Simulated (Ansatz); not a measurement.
`FC/C=C/[SiH3]` → `C=C[SiH3]` + `[CH]F` at 298.15 K and 1 bar (formal loss of a carbene).

Program: Ansatz. Geometries: PBE0-D4/def2-TZVP. ΔE: electronic, gas phase. CCSD(T)/CBS adds triple-zeta CCSD(T) − MP2 to the extrapolated MP2 energy (def2 sets, frozen cores). This one scheme is used for every species. Each species was taken in one conformer, which may not be the lowest.

```
        species  CCSD(T)/CBS energy (Eh)  H − E (kJ/mol)  S (J/(mol·K))
`FC/C=C/[SiH3]`               -507.20526           252.1          338.5
    `C=C[SiH3]`               -368.76077           190.7          286.4
        `[CH]F`               -138.29972            42.7          223.2
```

H − E and S are ideal-gas, rigid-rotor, harmonic terms from PBE0-D4/def2-TZVP, for one conformer and one mirror image of each species. 1 Eh = 2625.50 kJ/mol, R = 8.31446 J/(mol·K).

By hand: ΔE, ΔH, ΔS and ΔG.

ΔE = (-368.76077) + (-138.29972) − (-507.20526) = 0.14477 Eh = 380.1 kJ/mol. Δ(H − E) = 190.7 + 42.7 − 252.1 = -18.7, so ΔH = 361.4 kJ/mol. ΔS = 286.4 + 223.2 − 338.5 = 171.1 J/(mol·K). ΔG = 361.4 − 298.15 × (171.1)/1000 = 310.4 kJ/mol.

By hand: the equilibrium constant, and the temperature at which ΔG would vanish if ΔH and ΔS stayed fixed.

log₁₀ K = −ΔG/(RT ln 10) = -54.4. ΔG = 0 at ΔH/ΔS = 2112 K.

The number of gas molecules changes by +1, which sets the sign of ΔS. A doubt of 5 kJ/mol in ΔE shifts log₁₀ K by 0.9 here. Other conformers and mirror images would add mixing entropy, several J/(mol·K) or more a flexible species. These are equilibria of isolated gas molecules and say nothing of rates. Largest T1 diagnostic: 0.018 (customary marks: 0.02 for closed shells, 0.045 for open ones).
